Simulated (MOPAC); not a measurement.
Job for MOPAC: PM6 on KO, 2S+1 = 2, a spin state set in the input, which need not be the lowest, a point of a bond scan (R = 2.088 Å).

```
PM6 1SCF PRECISE CHARGE=0 UHF MS=0.5 THREADS=1
KO

O      0.00000000 1     0.00000000 1     0.00000000 1
K      0.00000000 1     0.00000000 1     2.08780000 1
```

The log:

```
*******************************************************************************
 **                                                                           **
 **                              MOPAC v23.2.5                                **
 **                                                                           **
 *******************************************************************************
 ** MOPAC's Digital Object Identifier: https://doi.org/10.5281/zenodo.6511958 **
 **                                                                           **
 ** Please cite the open-source release paper for use of this MOPAC version:  **
 ** J. E. Moussa and J. J. P. Stewart (2026)                                  **
 ** MOPAC: An open-source semiempirical molecular orbital program             **
 ** J. Open Source Softw., 11(119), 8025, https://doi.org/10.21105/joss.08025 **
 *******************************************************************************

                              PM6 CALCULATION RESULTS

 *******************************************************************************
 *  PM6        - The PM6 Hamiltonian to be used
 *  UHF        - UNRESTRICTED HARTREE-FOCK CALCULATION
 *
 *
 *
 *                 CHARGE ON SYSTEM = 0
 *
 *
 *
 *  MS=        - IN MECI, MAGNETIC COMPONENT OF SPIN =  0.5
 *  PRECISE    - TIGHTER CRITERIA TO BE USED
 *  1SCF       - DO 1 SCF AND THEN STOP
 *  THREADS=1  - MULTI-THREADING NOT USED
 *  T=         - A TIME OF 172800.0 SECONDS REQUESTED
 *  DUMP=N     - RESTART FILE WRITTEN EVERY 7200.0 SECONDS REQUESTED
 *******************************************************************************
PM6 1SCF PRECISE CHARGE=0 UHF MS=0.5 THREADS=1
 KO

   ATOM   CHEMICAL          X               Y               Z
  NUMBER   SYMBOL      (ANGSTROMS)     (ANGSTROMS)     (ANGSTROMS)

     1       O          0.00000000  *   0.00000000  *   0.00000000  *
     2       K          0.00000000  *   0.00000000  *   2.08780000  *



          CARTESIAN COORDINATES

    NO.       ATOM           X           Y           Z

     1         O          0.0000      0.0000      0.0000
     2         K          0.0000      0.0000      2.0878

 General Reference for PM6:
 "Optimization of Parameters for Semiempirical Methods V: Modification of NDDO Approximations
 and Application to 70 Elements", J. J. P. Stewart, J. Mol. Mod., 13, 1173-1213 (2007)
 URL: https://link.springer.com/article/10.1007/s00894-007-0233-4

           Empirical Formula: O K  =     2 atoms



      MOLECULAR POINT GROUP   :   C*v


          UHF CALCULATION, NO. OF ALPHA ELECTRONS =    4
                           NO. OF BETA  ELECTRONS =    3

 -------------------------------------------------------------------------------
 PM6 1SCF PRECISE CHARGE=0 UHF MS=0.5 THREADS=1
 KO



     1SCF WAS SPECIFIED, SO BFGS WAS NOT USED
     SCF FIELD WAS ACHIEVED


                              PM6 CALCULATION
                                                       MOPAC v23.2.5 Linux




          FINAL HEAT OF FORMATION =         33.10347 KCAL/MOL =     138.50490 KJ/MOL


          COSMO AREA              =        132.55 SQUARE ANGSTROMS
          COSMO VOLUME            =        142.59 CUBIC ANGSTROMS

          IONIZATION POTENTIAL    =          6.751925 EV
          ALPHA SOMO LUMO (EV)    =         -8.599  0.678
          BETA  SOMO LUMO (EV)    =         -6.752  0.670
          NO. OF ALPHA ELECTRONS  =          4
          NO. OF BETA  ELECTRONS  =          3
          MOLECULAR WEIGHT        =         55.0977         POINT GROUP:  C*v

          MOLECULAR DIMENSIONS (Angstroms)

            Atom       Atom       Distance
            K     2    O     1     2.08780
            K     2    O     1     0.00000
            O     1    K     2     0.00000


          SCF CALCULATIONS        =          1





   ATOM   CHEMICAL          X               Y               Z
  NUMBER   SYMBOL      (ANGSTROMS)     (ANGSTROMS)     (ANGSTROMS)

     1       O          0.00000000  *   0.00000000  *   0.00000000  *
     2       K          0.00000000  *   0.00000000  *   2.08780000  *

                             CARTESIAN COORDINATES

   1    O        0.000000000     0.000000000     0.000000000
   2    K        0.000000000     0.000000000     2.087800000


           Empirical Formula: O K  =     2 atoms



      MOLECULAR POINT GROUP   :   C*v


          ALPHA EIGENVALUES
 -23.23614 -11.79265  -8.68282  -8.59860   0.67769   2.33811   4.00928   4.66377


           BETA EIGENVALUES
 -18.19312  -6.79415  -6.75192   0.66988   1.60757   2.85186   4.41544   5.45755


              NET ATOMIC CHARGES AND DIPOLE CONTRIBUTIONS

  ATOM NO.   TYPE          CHARGE      No. of ELECS.   s-Pop       p-Pop
    1          O          -0.759055        6.7591     1.89369     4.86537
    2          K           0.759055        0.2409     0.00439     0.23656
 DIPOLE           X         Y         Z       TOTAL
 POINT-CHG.     0.000     0.000     7.612     7.612
 HYBRID         0.000    -0.000     0.112     0.112
 SUM            0.000    -0.000     7.723     7.723


          ATOMIC ORBITAL ELECTRON POPULATIONS

     Atom    s        px        py        pz
    1  O   1.89369   1.95424   0.99097   1.92016
    2  K   0.00439   0.04576   0.00903   0.18177


                    (SZ)    =    0.500000
                    (S**2)  =    0.758263


          ATOMIC ORBITAL SPIN POPULATIONS

    Atom   Total    s     px     py     pz
         Atomic
    1  O  1.0490  0.027  0.008  0.991  0.023
    2  K -0.0490 -0.002 -0.008  0.009 -0.048

 **********************
 *                    *
 * JOB ENDED NORMALLY *
 *                    *
 **********************




 == MOPAC DONE ==
```

The run finished.

Cost: very roughly 0.020 core-seconds.
